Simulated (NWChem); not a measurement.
Molecule: C$_{2}$H$_{5}$NOSi; SMILES C[SiH2]N=C=O

```xyz
10

Si    -0.6355     1.0691     0.0011
C      0.8916     2.1616     0.0010
N     -0.1629    -0.6017     0.0001
C      0.1404    -1.7711    -0.0006
O      0.4428    -2.9153    -0.0013
H     -1.4738     1.3133    -1.2224
H     -1.4727     1.3121     1.2256
H      0.5968     3.2311     0.0016
H      1.5116     1.9726    -0.8981
H      1.5122     1.9718     0.8995
```
Atoms are numbered in this order, from 1.

Program: NWChem. Geometry optimised at PBE-D3(BJ)/def2-SVP; all other runs use it. Pople sets run with spherical d functions. Vzz has the sign of the potential's second derivative.

```tsv
quantity	level	value
vertical ionisation energy, ΔSCF (eV)	PBE/6-31G*	9.94
dipole in solution (D) in water	B3LYP/6-31G*, SMD	3.55
charge (e), ESP N3	Hartree-Fock/6-31G*	-0.64
orbital gap (eV)	PBE/6-31G*	6.68
Vzz N3 (a.u.)	B3LYP/cc-pVTZ	0.417
dipole (D)	PBE-D3(BJ)/def2-SVP	2.57
highest harmonic frequency (cm⁻¹)	PBE-D3(BJ)/def2-SVP	3089
```
